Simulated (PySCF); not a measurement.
An unknown is described by computed data only.

Elements present: C, H, P, S and Si. Monoisotopic mass: 153.9858 u.

- Triplet: lowest triplet excitation (Tamm–Dancoff): 5.28 eV [TDA PBE0/def2-SVPD]
- UV, first state: lowest singlet excitation: 5.60 eV (221 nm, f = 0.008) [TDDFT PBE0/def2-SVPD]
- Rotational structure: rotational constants A, B, C: 1.379, 1.179, 0.819 GHz [GFN2-xTB]
- NMR, other nuclei: isotropic shieldings of nuclei other than C and H, by class: 344 (1 Si), 414 (1 Si), 612 (1 P), 815 (1 S) ppm [GIAO PBE0/pcSseg-1]
- 13C NMR: chemical shifts (computed TMS as zero) by class: 14.0 (1 C), 10.2 (1 C) ppm [GIAO PBE0/pcSseg-1]
- 1H NMR: chemical shifts (computed TMS as zero) by class: 5.45 (1 H), 4.68 (3 H), 1.20 (3 H), 1.15 (2 H), 0.97 (1 H), 0.83 (1 H) ppm [GIAO PBE0/pcSseg-1]

Electronic properties: PySCF, gas phase, density fitting. Levels stand in brackets. Geometry: GFN2-xTB, one conformer, isolated molecule. Each NMR value is the plain mean over a class of atoms that symmetry, rotation or inversion makes alike.

**Question.** Which formula fits the mass and the elements?

**Answer.** C2H11PSSi2 (calculated 153.9858). No other formula that holds each of these elements comes within 0.0003 u with a fitting electron parity and a possible valence count.

**Question.** Propose a structure and show how it fits.

**Answer.** Numbering: `[CH3:1][CH2:2][Si@@H:3]([PH2:4])[S:5][SiH3:6]`. 2 carbons fall into 2 classes; from least to most shielded: sp3 carbon bound to silicon [C2] (14.0 ppm), methyl carbon [C1] (10.2 ppm). Hydrogen classes from least to most shielded: 1 H on an SiH silicon, Si3 (5.45 ppm), 3 H on an SiH3 silicon, Si6 (4.68 ppm), 3 H on a methyl carbon, C1 (1.20 ppm, a mean of values up to 0.6 ppm apart in this geometry), 2 H on a three-coordinate phosphorus, P4 (1.15 ppm), 1 H on an sp3 carbon bound to silicon, C2 (0.97 ppm), 1 H on an sp3 carbon bound to silicon, C2 (0.83 ppm). The other shieldings belong to: 344 ppm, SiH silicon [Si3]; 414 ppm, SiH3 silicon [Si6]; 612 ppm, three-coordinate phosphorus [P4]; 815 ppm, sulfur bonded to 2 Si [S5]. The optimised geometry has point group C1 and is an asymmetric top. Structure: `CC[Si@@H](P)S[SiH3]`. Computed isomers that give other values at the same levels: `C[SiH2]P[SiH2]SC` (13C chemical shifts (computed TMS as zero) by class: 14.6 (1 C), -4.4 (1 C) ppm); `C[SiH2]S[Si@@H](C)P` (rotational constant A: 3.247 GHz; this holds for the one conformer computed). The assignments are read from this structure; whether some other isomer fits the data as well wasn't checked. The mirror image fits equally.

Conformer computed: `[CH3:1][CH2:2][Si@@H:3]([PH2:4])[S:5][SiH3:6]`: C1–C2–Si3–P4 -172°, C2–Si3–S5–Si6 -62°, H–P4–Si3–C2 -178°, H–P4–Si3–C2 -85°.
